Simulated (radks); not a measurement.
Task: These are the eigenvalues of the occupied orbitals of an atom or ion with whole-number occupations (eV). All-electron calculation, scalar-relativistic Kohn-Sham, exchange-only LDA, spin-polarised, spherical densities, finite nucleus; Fermi nuclear charge, rms radius of each element as measured or else 0.836 A^(1/3) + 0.57 fm. Program: a radial shooting solver on a logarithmic mesh with Libxc functionals.

1s up: -648.9290
1s down: -647.0419
2s up: -126.6122

Which element is it, and in what charge state? The configuration may be excited. Open shells, if any, are filled with parallel spins first.

Result: Z = 8, oxygen, charge +5: O5+ in [He] 2s1. The list shows which subshells hold electrons but not how many an open one holds; the 1s level, -23.848 hartree, gives Z - s = 6.9 by -(Z - s)^2/2, which with screening and relativity narrows Z to a few neighbours, and the depths of the outer levels then fix element, charge and occupations together.
